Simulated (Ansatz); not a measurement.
Species: [Zr(Cl)3(NH2)] (charge 0, multiplicity 1), formula H$_{2}$Cl$_{3}$NZr.

How many basis functions does frozen-core CCSD(T)/def2-TZVPP // TPSS-D3(BJ)/def2-SVP (Ansatz, a program for electronic structure) use, how many core orbitals are frozen, and how many electrons are correlated?

241 basis functions and 16 frozen orbitals, which leaves 40 correlated electrons. Core time is of the order of minutes.
